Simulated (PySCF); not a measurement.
# Levels of Cr²¹⁺ from EOM-EA-GCCSD

Reference: closed-shell Cr²²⁺, 1s2; one electron is added. Calculated with PySCF 2.14, two-component X2C-1e with screened spin-orbit coupling, an even-tempered Gaussian basis (17 s from 2.5 bohr⁻², ratio 2.6; 11 p from 3.2 bohr⁻², ratio 2.6; 6 d from 3.3 bohr⁻², ratio 2.8; 3 f from 150 bohr⁻², ratio 2.8); frozen nothing; the 34 highest virtual spinors dropped; of the others 52 kept and the rest restored at second order. No Breit or QED terms. Binding energies in eV.

| level | Koopmans | second order | EOM-CCSD |
| --- | --- | --- | --- |
| 2s1/2 | 1721.4 | 1721.6 | 1721.6 |
| 2p1/2 | 1677.4 | 1677.7 | 1677.7 |
| 2p3/2 | 1665.4 | 1665.7 | 1665.7 |

Electric-dipole lines between these computed levels:

```csv
lower,upper,ΔE (eV),vacuum wavelength (nm)
2s1/2,2p1/2,43.878,28.26
2s1/2,2p3/2,55.911,22.18
```

For comparison, the ionisation energy of Cr²¹⁺ is 1721.2 eV (theoretical estimate listed by NIST; NIST Atomic Spectra Database, ionization energies).

Only part of the computed levels is shown.

The screened spin-orbit operator tends to give fine-structure splittings of light species too large.
